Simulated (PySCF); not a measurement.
Si(H)2(Cl)(Me) (CH5ClSi), SMILES C[SiH2]Cl. Atoms are numbered in the order given.

```xyz
8

Si    -0.6259    -0.4472     0.0000
C      0.6791    -1.7750     0.0000
Cl     0.2825     1.4180     0.0000
H     -1.4747    -0.5213    -1.2077
H     -1.4747    -0.5213     1.2077
H      1.3127    -1.6957     0.8846
H      0.2104    -2.7622     0.0000
H      1.3127    -1.6957    -0.8846
```
Charge 0, spin multiplicity 1.

Coordinates come from a B3LYP-D3(BJ)/def2-TZVP optimisation.

All values below come from PBE0/pcJ-1 run with PySCF.

Isotropic couplings with Fermi-contact, spin-dipole and both spin-orbit terms, one fixed conformer, no vibrational averaging. Isotopes: 13C, 1H, 29Si.

Computed spin–spin coupling constants:
```json
[
 {"pair": "Si1–C2", "bonds apart": "1", "J (Hz)": "-52.4"},
 {"pair": "Si1–H4", "bonds apart": "1", "J (Hz)": "-224.3"},
 {"pair": "Si1–H5", "bonds apart": "1", "J (Hz)": "-224.3"},
 {"pair": "C2–H6", "bonds apart": "1", "J (Hz)": "125.4"},
 {"pair": "C2–H7", "bonds apart": "1", "J (Hz)": "121.5"},
 {"pair": "C2–H8", "bonds apart": "1", "J (Hz)": "125.4"},
 {"pair": "Si1–H6", "bonds apart": "2", "J (Hz)": "10.1"},
 {"pair": "Si1–H7", "bonds apart": "2", "J (Hz)": "1.1"},
 {"pair": "Si1–H8", "bonds apart": "2", "J (Hz)": "10.1"},
 {"pair": "C2–H4", "bonds apart": "2", "J (Hz)": "8.0"},
 {"pair": "C2–H5", "bonds apart": "2", "J (Hz)": "8.0"},
 {"pair": "H4–H5", "bonds apart": "2", "J (Hz)": "12.0"},
 {"pair": "H6–H7", "bonds apart": "2", "J (Hz)": "-15.5"},
 {"pair": "H6–H8", "bonds apart": "2", "J (Hz)": "-15.2"},
 {"pair": "H7–H8", "bonds apart": "2", "J (Hz)": "-15.5"},
 {"pair": "H4–H6", "bonds apart": "3", "J (Hz)": "10.1"},
 {"pair": "H4–H7", "bonds apart": "3", "J (Hz)": "-0.5"},
 {"pair": "H4–H8", "bonds apart": "3", "J (Hz)": "1.0"},
 {"pair": "H5–H6", "bonds apart": "3", "J (Hz)": "1.0"},
 {"pair": "H5–H7", "bonds apart": "3", "J (Hz)": "-0.5"},
 {"pair": "H5–H8", "bonds apart": "3", "J (Hz)": "10.1"}
]
```
